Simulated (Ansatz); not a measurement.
Relaxation of CH$_{9}$AlSSi$_{2}$ (14 atoms, charge 0, multiplicity 1), to a largest force component of 0.015 eV/Å in at most 40 steps.

Method: RKS BLYP-D4/def2-SVP (Ansatz 0.2.0).

```xyz
14
Properties=species:S:1:pos:R:3:forces:R:3
C -1.279 -0.447 1.863 -0.42 1.83 -0.91
Al 0.451 -1.125 1.333 0.46 -0.32 1.16
Si 1.063 -1.123 -0.953 -1.31 -1.36 0.30
S 2.781 -0.023 -1.302 1.23 1.88 -0.84
Si 4.120 -1.444 -0.487 1.07 -0.39 0.83
H -1.914 -1.180 2.357 -0.45 -0.40 0.41
H -1.165 0.459 2.544 -0.11 -0.70 -0.28
H -1.829 -0.049 0.936 0.34 -0.45 0.89
H 1.452 -1.667 2.493 -0.13 0.09 -0.20
H 1.265 -2.541 -1.385 0.02 -0.22 -0.27
H -0.075 -0.578 -1.699 -0.35 0.35 -0.61
H 3.996 -2.713 -1.242 0.06 -0.28 -0.14
H 5.553 -0.930 -0.529 -0.43 -0.02 -0.14
H 3.791 -1.709 0.964 0.01 -0.02 -0.19
```

**Question.** Where does it end, and by what steps?

**Answer.** The forces met the threshold. After 26 steps the energy has fallen by 0.653 eV; H13 moved furthest, 1.47 Å. Joined: Al2–S4.

```json
{"step": "0", "energy less start (eV)": "0.0000", "largest force component (eV/Å)": "1.883", "accepted": "yes"}
{"step": "1", "energy less start (eV)": "-0.3775", "largest force component (eV/Å)": "0.687", "accepted": "yes"}
{"step": "2", "energy less start (eV)": "-0.4046", "largest force component (eV/Å)": "0.129", "accepted": "yes"}
{"step": "3", "energy less start (eV)": "-0.4093", "largest force component (eV/Å)": "0.155", "accepted": "yes"}
{"step": "4", "energy less start (eV)": "-0.4170", "largest force component (eV/Å)": "0.115", "accepted": "yes"}
{"step": "5", "energy less start (eV)": "-0.4206", "largest force component (eV/Å)": "0.095", "accepted": "yes"}
{"step": "6", "energy less start (eV)": "-0.4234", "largest force component (eV/Å)": "0.056", "accepted": "yes"}
{"step": "7", "energy less start (eV)": "-0.4254", "largest force component (eV/Å)": "0.047", "accepted": "yes"}
{"step": "8", "energy less start (eV)": "-0.4283", "largest force component (eV/Å)": "0.100", "accepted": "yes"}
{"step": "9", "energy less start (eV)": "-0.4311", "largest force component (eV/Å)": "0.148", "accepted": "yes"}
{"step": "10", "energy less start (eV)": "-0.4351", "largest force component (eV/Å)": "0.193", "accepted": "yes"}
{"step": "11", "energy less start (eV)": "-0.4403", "largest force component (eV/Å)": "0.188", "accepted": "yes"}
{"step": "12", "energy less start (eV)": "-0.4479", "largest force component (eV/Å)": "0.319", "accepted": "yes"}
{"step": "13", "energy less start (eV)": "-0.4604", "largest force component (eV/Å)": "0.345", "accepted": "yes"}
{"step": "14", "energy less start (eV)": "-0.4992", "largest force component (eV/Å)": "0.224", "accepted": "yes"}
{"step": "15", "energy less start (eV)": "-0.5521", "largest force component (eV/Å)": "0.338", "accepted": "yes"}
{"step": "16", "energy less start (eV)": "-0.6048", "largest force component (eV/Å)": "0.376", "accepted": "yes"}
{"step": "17", "energy less start (eV)": "-0.6280", "largest force component (eV/Å)": "0.265", "accepted": "yes"}
{"step": "18", "energy less start (eV)": "-0.6387", "largest force component (eV/Å)": "0.128", "accepted": "yes"}
{"step": "19", "energy less start (eV)": "-0.6442", "largest force component (eV/Å)": "0.051", "accepted": "yes"}
{"step": "20", "energy less start (eV)": "-0.6492", "largest force component (eV/Å)": "0.068", "accepted": "yes"}
{"step": "21", "energy less start (eV)": "-0.6512", "largest force component (eV/Å)": "0.076", "accepted": "yes"}
{"step": "22", "energy less start (eV)": "-0.6518", "largest force component (eV/Å)": "0.038", "accepted": "yes"}
{"step": "23", "energy less start (eV)": "-0.6526", "largest force component (eV/Å)": "0.041", "accepted": "yes"}
{"step": "24", "energy less start (eV)": "-0.6527", "largest force component (eV/Å)": "0.062", "accepted": "yes"}
{"step": "25", "energy less start (eV)": "-0.6529", "largest force component (eV/Å)": "0.021", "accepted": "yes"}
{"step": "26", "energy less start (eV)": "-0.6530", "largest force component (eV/Å)": "0.011", "accepted": "yes"}
```

```xyz
14
Properties=species:S:1:pos:R:3
C -0.883 -0.027 1.827
Al 0.526 -1.294 1.287
Si 0.566 -2.013 -1.049
S 1.965 -0.203 -0.467
Si 3.878 -1.261 -0.268
H -1.735 -0.558 2.303
H -0.496 0.705 2.567
H -1.286 0.543 0.965
H 1.479 -2.112 2.268
H 1.530 -2.994 -1.667
H -0.234 -1.434 -2.187
H 4.469 -1.412 -1.635
H 4.759 -0.408 0.592
H 3.670 -2.603 0.358
```

The run took 60 s on 2 threads of Intel(R) Xeon(R) Platinum 8488C (Sapphire Rapids) (shared host), peak memory 0.21 GiB.
